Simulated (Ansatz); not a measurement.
Input and output for CH6B2ClGa.

```yaml
crystal:
  periodic: [false, false, false]
  atoms:
    - {symbol: B, position_ang: [0.488125, 1.318328, -0.632235]}
    - {symbol: B, position_ang: [0.660001, 0.236062, 0.454024]}
    - {symbol: C, position_ang: [0.736186, -0.882069, 1.475233]}
    - {symbol: Ga, position_ang: [-1.040661, 0.079862, -1.445164]}
    - {symbol: Cl, position_ang: [-2.570502, -0.798004, -0.154001]}
    - {symbol: H, position_ang: [-0.365189, 2.150063, -0.381726]}
    - {symbol: H, position_ang: [1.267564, 1.517852, -1.520013]}
    - {symbol: H, position_ang: [1.203016, -1.767963, 1.028928]}
    - {symbol: H, position_ang: [-0.278619, -1.171699, 1.770983]}
    - {symbol: H, position_ang: [1.305335, -0.600300, 2.364005]}
    - {symbol: H, position_ang: [-1.405256, -0.082132, -2.960044]}
basis:
  gaussian: {orbitals: cc-pVDZ, point_charges: [{charge: 1.00, position_ang: [5.811, 0.300, 0.658]}]}
hamiltonian: {xc: {name: revPBE0}}
```

```sh
$ ansatz run in.yaml --threads 4 --pin off --events-out ev --progress --plain --max-ram 10444MiB
```

It prints (some lines left out):

```
Functional definition: revPBE0
1170 factors; integrals over basis functions are off by at most 1.1e-3 eV
mean field evaluation 1: about -67375.1961 eV, gradient 4.6e1 eV
mean field evaluation 2: about -67375.7405 eV, gradient 4.2e1 eV
mean field evaluation 4: about -67381.0661 eV, gradient 1.6e0 eV
mean field evaluation 8: about -67381.2226 eV, gradient 2.2e-1 eV
mean field evaluation 16: about -67381.2227 eV, gradient 8.7e-5 eV
mean field -67381.22273876 eV, -2476.2142630164 hartree, gradient 1.8e-5 eV, S^2 0.000000; 0 other end points of the search recorded, 0 dependent functions left out
reference -67381.22277923 eV, -2476.2142645034 hartree; 35, 35 occupied and 82, 82 virtual orbitals, 1170 factors
Total energy: -67381.22277923 eV, -2476.2142645034 hartree
```

Run time 3.6 s (4 threads of an Intel Xeon on a shared host); peak host memory 0.54 GiB.
